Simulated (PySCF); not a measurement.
Species: C6H9O2 (doublet state).
Geometry (GFN2-xTB, Å), atoms numbered from 1 in this order:
```
atom  x, y, z in Å
C1     1.351    1.335   -0.091
O2     1.733    0.175   -0.691
C3     1.413   -1.023   -0.039
C4    -0.019   -1.505   -0.369
C5    -1.015   -0.552    0.144
C6    -1.619    0.033    1.151
C7    -1.895    0.595   -0.211
O8    -1.366    1.818   -0.618
H9     1.279    1.340    0.988
H10    1.766    2.197   -0.586
H11    1.518   -0.912    1.048
H12    2.131   -1.764   -0.401
H13   -0.115   -1.601   -1.452
H14   -0.160   -2.484    0.094
H15   -1.773    0.122    2.200
H16   -2.856    0.448   -0.695
H17   -0.380    1.791   -0.480
```

The hyperfine couplings belong to this conformer and change with its torsions.

The species is `[CH2]OCCC1=C[C@H]1O` [radical].

Method used: UKS B3LYP, pcH-1 on C H O, non-relativistic, mean-field spin-orbit, GIAO (PySCF 2.14.0). Geometry: GFN2-xTB, one conformer, isolated molecule. Couplings are sensitive to structure, and on GFN2-xTB geometries they can be far from those on DFT ones. Stability of the SCF solution: not tested.

(1) Match the computed a_iso(17O) values -23.7, -11.3 MHz with the sites O2; O8.

Answers

(1) 
```csv
site,a_iso (MHz),ρ(0) (bohr⁻³),position,distance from C1 (Å),spin population,largest |T| (MHz)
O2,-23.7,+0.0391,1 bond from C1,1.36,+0.16,76.5
O8,-11.3,+0.0187,6 bonds from C1,2.81,+0.07,28.6
```

ρ(0) is the spin density at the nucleus and T the dipolar tensor; entries for several nuclei are means. The largest Mulliken spin populations are on C1 (+0.78), O2 (+0.16) and O8 (+0.07). The angles at C1 add up to 348.1°, so it is slightly pyramidal.

Class means assume fast exchange of nuclei equivalent by connectivity; if that motion is slow, each nucleus keeps its own coupling.
